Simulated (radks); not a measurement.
Task: These are the eigenvalues of the occupied orbitals of an atom or ion with whole-number occupations (eV). Method: scalar-relativistic Kohn-Sham, PBE, spin-polarised, spherical densities, point nucleus; computed with a radial shooting solver on a logarithmic mesh with Libxc functionals.

| orbital | eigenvalue |
|---|---|
| 1s up | -37286.55 |
| 1s down | -37286.49 |
| 2s up | -5915.383 |
| 2s down | -5915.354 |
| 2p up | -5306.923 |
| 2p down | -5306.874 |
| 3s up | -1269.091 |
| 3s down | -1269.042 |
| 3p up | -1074.050 |
| 3p down | -1073.993 |
| 3d up | -790.8654 |
| 3d down | -790.8108 |
| 4s up | -269.6332 |
| 4s down | -269.5219 |
| 4p up | -206.7017 |
| 4p down | -206.5881 |
| 4d up | -115.3263 |
| 4d down | -115.1729 |
| 5s up | -58.2192 |
| 5s down | -57.3750 |
| 5p up | -42.5562 |
| 5p down | -41.6900 |

Which element is it, and in what charge state? The configuration may be excited. Open shells, if any, are filled with parallel spins first.

Result: Z = 56, barium, charge +3: Ba3+ in [Kr] 4d10 5s2 5p5. The list shows which subshells hold electrons but not how many an open one holds; the 1s level, -1370.3 hartree, gives Z - s = 52.3 by -(Z - s)^2/2, which with screening and relativity narrows Z to a few neighbours, and the depths of the outer levels then fix element, charge and occupations together.
